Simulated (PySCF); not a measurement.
PySCF input file for Al(OSiH3)2 (AlH6O2Si2), SMILES [Al+]([O][SiH3])[O][SiH3], charge +1, TDDFT-PBE/def2-SVPD. Geometry optimised at PBE0-D3(BJ)/def2-SVP. The spin state was assumed, not searched. The isomer is the one that the SMILES or the coordinates give; other isomers of the formula were not compared. One conformer was computed; it need not be the lowest.

```python
import numpy as np
from pyscf import gto, scf, dft, tdscf

mol = gto.M(
    atom='''
    Al    0.00000000   -0.00000000    0.00000000
    O    -0.00000000    0.00000000    1.61979294
    Si    0.00000000    0.00000000    3.34016073
    H     0.99727970    1.01980897    3.74671825
    H     0.38454062   -1.37357405    3.74671825
    H    -1.38182033    0.35376506    3.74671825
    O     0.00000000   -0.00000000   -1.61979294
    Si   -0.00000000   -0.00000000   -3.34016073
    H     0.99727969   -1.01980897   -3.74671825
    H     0.38454064    1.37357404   -3.74671825
    H    -1.38182033   -0.35376506   -3.74671826
    ''',
    basis='def2-SVPD',
    charge=1,
    spin=0,
    symmetry=True,
    max_memory=1600,
    verbose=4,
)
mf = dft.RKS(mol, xc='pbe').density_fit(auxbasis='def2-universal-jkfit')
mf.grids.level = 3
mf.conv_tol = 1e-9
mf.max_cycle = 100
mf.kernel()
mf.grids = dft.Grids(mol).set(level=1).build(with_non0tab=True)  # coarser grid for the response kernel
td = tdscf.TDDFT(mf)
td.singlet = True
td.nstates = 10
td.conv_tol = 1e-4
td.positive_eig_threshold = 1e-6
td.kernel(x0=td.get_init_guess(mf, 15))
td.analyze()
tt = tdscf.TDA(mf)
tt.singlet = False
tt.nstates = 4
tt.conv_tol = 1e-4
tt.positive_eig_threshold = 1e-6
tt.kernel(x0=tt.get_init_guess(mf, 9))
tt.analyze(verbose=3)
```

Output:

```
PySCF version 2.14.0

[INPUT] verbose = 4
[INPUT] num. atoms = 11
[INPUT] num. electrons = 62
[INPUT] charge = 1
[INPUT] spin (= nelec alpha-beta = 2S) = 0
[INPUT] symmetry True subgroup None
[INPUT] Mole.unit = angstrom
[INPUT] Symbol           X                Y                Z      unit          X                Y                Z       unit  Magmom
[INPUT]  1 Al     0.000000000000   0.000000000000   0.000000000000 AA    0.000000000000   0.000000000000   0.000000000000 Bohr   0.0
[INPUT]  2 O      0.000000000000   0.000000000000   1.619792940000 AA    0.000000000000   0.000000000000   3.060965035104 Bohr   0.0
[INPUT]  3 Si     0.000000000000   0.000000000000   3.340160730000 AA    0.000000000000   0.000000000000   6.311988991727 Bohr   0.0
[INPUT]  4 H      0.997279700000   1.019808970000   3.746718250000 AA    1.884585502588   1.927159652675   7.080271358410 Bohr   0.0
[INPUT]  5 H      0.384540620000  -1.373574050000   3.746718250000 AA    0.726676455570  -2.595678766310   7.080271358410 Bohr   0.0
[INPUT]  6 H     -1.381820330000   0.353765060000   3.746718250000 AA   -2.611261977056   0.668519075840   7.080271358410 Bohr   0.0
[INPUT]  7 O      0.000000000000   0.000000000000  -1.619792940000 AA    0.000000000000   0.000000000000  -3.060965035104 Bohr   0.0
[INPUT]  8 Si     0.000000000000   0.000000000000  -3.340160730000 AA    0.000000000000   0.000000000000  -6.311988991727 Bohr   0.0
[INPUT]  9 H      0.997279690000  -1.019808970000  -3.746718250000 AA    1.884585483691  -1.927159652675  -7.080271358410 Bohr   0.0
[INPUT] 10 H      0.384540640000   1.373574040000  -3.746718250000 AA    0.726676493365   2.595678747412  -7.080271358410 Bohr   0.0
[INPUT] 11 H     -1.381820330000  -0.353765060000  -3.746718260000 AA   -2.611261977056  -0.668519075840  -7.080271377307 Bohr   0.0

nuclear repulsion = 307.207110073191
point group symmetry = D3, use subgroup C2
symmetry origin: [-2.99956532e-10 -2.99956523e-10 -2.99956504e-10]
symmetry axis x: [-1.59163118e-10  1.00000000e+00  2.51714384e-10]
symmetry axis y: [-5.46809614e-11 -2.51714384e-10  1.00000000e+00]
symmetry axis z: [1.00000000e+00 1.59163118e-10 5.46809614e-11]
num. orbitals of irrep A = 85
num. orbitals of irrep B = 81
number of shells = 72
number of NR pGTOs = 252
number of NR cGTOs = 166
basis = def2-SVPD
ecp = {}


******** <class 'pyscf.df.df_jk.DFSymAdaptedRKS'> ********
method = DFSymAdaptedRKS
initial guess = minao
damping factor = 0
level_shift factor = 0
DIIS = <class 'pyscf.scf.diis.CDIIS'>
diis_start_cycle = 1
diis_space = 8
diis_damp = 0
SCF conv_tol = 1e-09
SCF conv_tol_grad = None
SCF max_cycles = 100
direct_scf = False
XC library pyscf.dft.libxc version 7.1.2
    S. Lehtola, C. Steigemann, M. J. T. Oliveira, and M. A. L. Marques,  SoftwareX 7, 1–5 (2018)
XC functionals = pbe
    J. P. Perdew, K. Burke, and M. Ernzerhof,  Phys. Rev. Lett. 77, 3865 (1996)
    J. P. Perdew, K. Burke, and M. Ernzerhof,  Phys. Rev. Lett. 78, 1396 (1997)
    J. P. Perdew, K. Burke, and M. Ernzerhof,  Phys. Rev. Lett. 77, 3865 (1996)
    J. P. Perdew, K. Burke, and M. Ernzerhof,  Phys. Rev. Lett. 78, 1396 (1997)
radial grids:
    Treutler-Ahlrichs [JCP 102, 346 (1995); DOI:10.1063/1.469408] (M4) radial grids

becke partition: Becke, JCP 88, 2547 (1988); DOI:10.1063/1.454033
pruning grids: <function nwchem_prune>
grids dens level: 3
symmetrized grids: True
atomic radii adjust function: <function treutler_atomic_radii_adjust>
small_rho_cutoff = 0
Freeze 0 electrons in irreps []
    62 free electrons in irreps A B
Set gradient conv threshold to 3.16228e-05
Initial guess from minao.
tot grids = 144552
init E= -974.689358232976
HOMO (A) = -0.350368771615828  LUMO (A) = -0.158394476886551  gap/eV = 5.22389
cycle= 1 E= -974.064496776351  delta_E= 0.625  |g|= 1.24  |ddm|= 14.1
HOMO (A) = -0.302671378342828  LUMO (A) = -0.268924208749577  gap/eV = 0.91831
cycle= 2 E= -972.02390809423  delta_E= 2.04  |g|= 3.21  |ddm|=  7.5
HOMO (A) = -0.448398200576042  LUMO (A) = -0.321441297654058  gap/eV = 3.45467
cycle= 3 E= -974.357212641135  delta_E= -2.33  |g|= 0.208  |ddm|= 5.19
HOMO (A) = -0.436845539334126  LUMO (A) = -0.311732089947125  gap/eV = 3.40451
cycle= 4 E= -974.368718464303  delta_E= -0.0115  |g|= 0.0804  |ddm|= 0.965
HOMO (A) = -0.440567362170534  LUMO (A) = -0.314616091212768  gap/eV = 3.42731
cycle= 5 E= -974.370783884467  delta_E= -0.00207  |g|= 0.0112  |ddm|= 0.519
HOMO (A) = -0.440063759361035  LUMO (A) = -0.316465291126876  gap/eV = 3.36329
cycle= 6 E= -974.370813889507  delta_E= -3e-05  |g|= 0.00334  |ddm|= 0.0508
HOMO (A) = -0.440207765818622  LUMO (A) = -0.316024281872333  gap/eV = 3.37920
cycle= 7 E= -974.370817599586  delta_E= -3.71e-06  |g|= 0.000573  |ddm|= 0.0259
HOMO (A) = -0.440260082096521  LUMO (A) = -0.316073608648207  gap/eV = 3.37929
cycle= 8 E= -974.370817669229  delta_E= -6.96e-08  |g|= 9.58e-05  |ddm|= 0.00157
HOMO (A) = -0.440257325065224  LUMO (A) = -0.316070091231921  gap/eV = 3.37931
cycle= 9 E= -974.370817671064  delta_E= -1.84e-09  |g|= 2.2e-05  |ddm|= 0.000355
HOMO (A) = -0.440257293018543  LUMO (A) = -0.316069271765793  gap/eV = 3.37933
cycle= 10 E= -974.370817671166  delta_E= -1.02e-10  |g|= 1.32e-06  |ddm|= 4.58e-05
HOMO (A) = -0.44025751001704  LUMO (A) = -0.316069377008421  gap/eV = 3.37933
Extra cycle  E= -974.370817671168  delta_E= -2.05e-12  |g|= 1.25e-06  |ddm|= 8.79e-06
converged SCF energy = -974.370817671168
tot grids = 44368
Overwritten attributes  positive_eig_threshold  of <class 'pyscf.tdscf.rks.CasidaTDDFT'>


******** <class 'pyscf.tdscf.rks.CasidaTDDFT'> for <class 'pyscf.df.df_jk.DFSymAdaptedRKS'> ********
nstates = 10 singlet
deg_eia_thresh = 1.000e-03
wfnsym = None
conv_tol = 0.0001
eigh lindep = 1e-12
eigh level_shift = 0
eigh max_cycle = 100


Excitation energies (eV)
[3.41366078 3.41366107 3.54098466 3.54098467 5.64724548 5.64724603
 5.97985869 5.97985909 6.05136553 6.06895947]

** Singlet excitation energies and oscillator strengths **
Excited State   1:    A      3.41366 eV    363.20 nm  f=0.0000
      31 -> 32        0.70690
Excited State   2:    B      3.41366 eV    363.20 nm  f=0.0000
      30 -> 32        0.70690
Excited State   3:    B      3.54098 eV    350.14 nm  f=0.0094
      29 -> 32        0.70658
Excited State   4:    A      3.54098 eV    350.14 nm  f=0.0094
      28 -> 32       -0.70658
Excited State   5:    A      5.64725 eV    219.55 nm  f=0.0000
      27 -> 32       -0.70685
Excited State   6:    B      5.64725 eV    219.55 nm  f=0.0000
      26 -> 32       -0.70685
Excited State   7:    B      5.97986 eV    207.34 nm  f=0.0344
      25 -> 32       -0.70576
Excited State   8:    A      5.97986 eV    207.34 nm  f=0.0344
      24 -> 32       -0.70576
Excited State   9:    A      6.05137 eV    204.89 nm  f=0.0000
      30 -> 33        0.50000
      31 -> 34       -0.50000
Excited State  10:    A      6.06896 eV    204.29 nm  f=0.0017
      30 -> 33       -0.49964
      31 -> 34       -0.49965

** Transition electric dipole moments (AU) **
state          X           Y           Z        Dip. S.      Osc.
  1         0.0001     -0.0000     -0.0000      0.0000      0.0000
  2        -0.0000     -0.0001      0.0000      0.0000      0.0000
  3        -0.0000      0.3294      0.0000      0.1085      0.0094
  4        -0.3294     -0.0000     -0.0000      0.1085      0.0094
  5        -0.0001     -0.0000     -0.0000      0.0000      0.0000
  6        -0.0000      0.0001      0.0000      0.0000      0.0000
  7         0.0000     -0.4846      0.0000      0.2348      0.0344
  8        -0.4846     -0.0000      0.0000      0.2348      0.0344
  9        -0.0000      0.0000     -0.0000      0.0000      0.0000
 10         0.1061      0.0000      0.0000      0.0113      0.0017

** Transition velocity dipole moments (imaginary part, AU) **
state          X           Y           Z        Dip. S.      Osc.
  1         0.0000      0.0000      0.0000      0.0000      0.0000
  2         0.0000     -0.0000      0.0000      0.0000      0.0000
  3        -0.0000      0.0418      0.0000      0.0017      0.0089
  4        -0.0418     -0.0000      0.0000      0.0017      0.0089
  5        -0.0000      0.0000      0.0000      0.0000      0.0000
  6         0.0000      0.0000      0.0000      0.0000      0.0000
  7         0.0000     -0.1062      0.0000      0.0113      0.0342
  8        -0.1062     -0.0000     -0.0000      0.0113      0.0342
  9        -0.0000      0.0000      0.0000      0.0000      0.0000
 10         0.0239     -0.0000     -0.0000      0.0006      0.0017

** Transition magnetic dipole moments (imaginary part, AU) **
state          X           Y           Z
  1        -0.1872      0.0000     -0.0000
  2         0.0000      0.1872      0.0000
  3         0.0000      0.0001     -0.0000
  4        -0.0001      0.0000      0.0000
  5        -0.5646      0.0000      0.0000
  6         0.0000      0.5646      0.0000
  7        -0.0000      0.0014     -0.0000
  8         0.0014     -0.0000      0.0000
  9        -0.0000      0.0000     -0.0000
 10         0.1405     -0.0000      0.0000
Overwritten attributes  positive_eig_threshold  of <class 'pyscf.tdscf.rks.TDA'>


******** <class 'pyscf.tdscf.rks.TDA'> for <class 'pyscf.df.df_jk.DFSymAdaptedRKS'> ********
nstates = 4 triplet
deg_eia_thresh = 1.000e-03
wfnsym = None
conv_tol = 0.0001
eigh lindep = 1e-12
eigh level_shift = 0
eigh max_cycle = 100


Excitation energies (eV)
[3.31209116 3.31209176 3.38489211 3.38489242]

** Triplet excitation energies and oscillator strengths **
Excited State   1:    A      3.31209 eV    374.34 nm  f=0.0000
Excited State   2:    B      3.31209 eV    374.34 nm  f=0.0000
Excited State   3:    B      3.38489 eV    366.29 nm  f=0.0000
Excited State   4:    A      3.38489 eV    366.29 nm  f=0.0000
```

The run converged.

Cost: very roughly 60 core-seconds.
